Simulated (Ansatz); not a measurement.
`F[SiH2][O][ZnH]` + CH₃SH → `C[S][ZnH]` + `O[SiH2]F`  (ligand exchange at a Zn–O bond)

Computed with Ansatz on PBE0-D4/def2-TZVP structures; ΔE is electronic, products minus reactants. CCSD(T)/CBS is the MP2 limit (def2-TZVPP, def2-QZVPP) plus CCSD(T) − MP2 in def2-TZVPP, frozen cores. This one scheme is used for every species. Functionals use def2-TZVPP. For Zn outer-core shells are correlated without core-valence functions, which leaves a few kJ/mol of doubt a bond. Scalar relativity is left out up to krypton. One conformer a species, not always the lowest.

`F[SiH2][O][ZnH]`:

Cartesian coordinates in Å:
```
F -1.349 0.955 -0.978
Si 0.232 0.700 -0.866
O 0.547 -0.321 0.329
Zn -0.185 -1.317 1.600
H 0.656 0.141 -2.172
H 0.850 2.025 -0.612
H -0.750 -2.183 2.699
```

CH₃SH:

```xyz
6

C     0.008    0.313    0.379
S    -0.646   -1.053   -0.607
H     1.009    0.096    0.749
H    -0.662    0.418    1.232
H     0.006    1.247   -0.181
H     0.286   -1.021   -1.572
```

`C[S][ZnH]`:

Cartesian coordinates in Å:
```
C 0.225 -0.627 -0.926
S 0.264 -0.922 0.875
Zn -0.362 0.994 1.676
H 0.937 0.141 -1.224
H -0.773 -0.359 -1.270
H 0.511 -1.565 -1.400
H -0.802 2.338 2.269
```

`O[SiH2]F`:

```xyz
6

O    -0.390   -0.941    0.763
Si   -0.063    0.337   -0.194
F     0.365   -0.139   -1.656
H     0.333   -1.491    1.069
H    -1.319    1.102   -0.308
H     1.074    1.132    0.325
```

```
          level  ΔE (kJ/mol)  difference from CCSD(T)/CBS
      revPBE-D4        -11.2                         -9.6
       BHLYP-D4          0.3                          1.9
        ωB97X-V          0.3                          1.9
         B2PLYP          1.3                          2.9
       PBE-QIDH         -4.6                         -3.0
         revPBE        -11.2                         -9.6
           BLYP         -1.7                         -0.1
         r2SCAN         -5.2                         -3.6
        r2SCANh         -5.6                         -4.0
        r2SCAN0         -6.2                         -4.6
          BHLYP          0.7                          2.3
        LC-ωPBE         -1.1                          0.5
  CCSD/def2-SVP         23.1                         24.7
 MP2/def2-TZVPP          1.6                          3.2
CCSD/def2-TZVPP          5.7                          7.3
 CCSD/CBS(def2)          0.1                          1.7
    CCSD(T)/CBS         -1.6                            0
```

Largest T1 diagnostic among the species: 0.015.

At CCSD(T), def2-SVP lies +23.7 kJ/mol from the extrapolated value and def2-TZVPP +5.6 kJ/mol. Leaving LDA and LC-ωPBE aside and taking each functional with its dispersion term where it has one, the values, not all of them listed here, spread over 14.7 kJ/mol, from PBE-D4 to CAM-B3LYP-D4.
